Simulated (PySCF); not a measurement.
A calculated (LDA, PySCF 2.14, aug-cc-pVTZ with one added diffuse shell each of s, p, d, f, g type, no relativity, point nucleus) atom or ion has these occupied shells.

| shell | electrons | orbital energy (eV) | rms radius, mean of both spins (bohr) |
| --- | --- | --- | --- |
| 1s α | 1 | -7526.4 | 0.0659 |
| 1s β | 1 | -7526.3 | 0.0659 |
| 2s α | 1 | -909.43 | 0.281 |
| 2s β | 1 | -906.92 | 0.281 |
| 2p α | 3 | -794.13 | 0.251 |
| 2p β | 3 | -792.20 | 0.251 |
| 3s α | 1 | -127.64 | 0.837 |
| 3s β | 1 | -122.83 | 0.837 |
| 3p α | 3 | -93.031 | 0.881 |
| 3p β | 3 | -88.304 | 0.881 |
| 3d α | 5 | -35.841 | 1.07 |
| 3d β | 1 | -31.279 | 1.07 |
| 4s α | 1 | -24.086 | 2.46 |

(1) Name the element and its charge.

Results:

(1) Co²⁺ (cobalt, charge +2), in [Ar] 3d6 4s1, high-spin 6D determinant (an excited configuration).
